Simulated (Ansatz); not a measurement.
Molecule: 1,3-thiazol-2-ylsilane, C₃H₅NSSi, charge 0, multiplicity 1. 
Coordinates optimised at B3LYP-D3(BJ)/def2-TZVP (Ansatz, an electronic-structure program):
```xyz
11

Si     2.2045     0.2241     0.0526
C      0.3326     0.2107     0.0713
N     -0.3969     1.2311     0.4463
C     -1.7327     0.9607     0.3661
C     -2.0526    -0.2900    -0.0782
S     -0.6224    -1.1685    -0.4110
H      2.7185     0.4670     1.4174
H      2.6899     1.2827    -0.8583
H      2.6598    -1.1001    -0.4278
H     -2.4477     1.7200     0.6473
H     -3.0307    -0.7183    -0.2194
```

Basis-set convergence of Hartree-Fock and MP2 correlation energies (hartree) with Ansatz. Valence correlation only, unless marked. No spin-orbit coupling. Non-relativistic.

The Hartree-Fock reference is unstable (checked in the largest basis), which strains HF and MP2. 

| basis | functions | E(HF) | E(corr, MP2) |
|---|---|---|---|
| cc-pV(D+d)Z | 127 | -857.42821 | -0.79303 |
| cc-pV(T+d)Z | 268 | -857.49903 | -0.97454 |
| cc-pV(Q+d)Z | 498 | -857.51749 | -1.04186 |

Extrapolating the two largest sets (X = 3 and 4) as X^-3: E(corr) = (64·(-1.04186) - 27·(-0.97454))/37 = -1.0910 Eh, an estimate of the basis-set limit. The largest set recovers 95.5 % of it, the smallest 72.7 %.
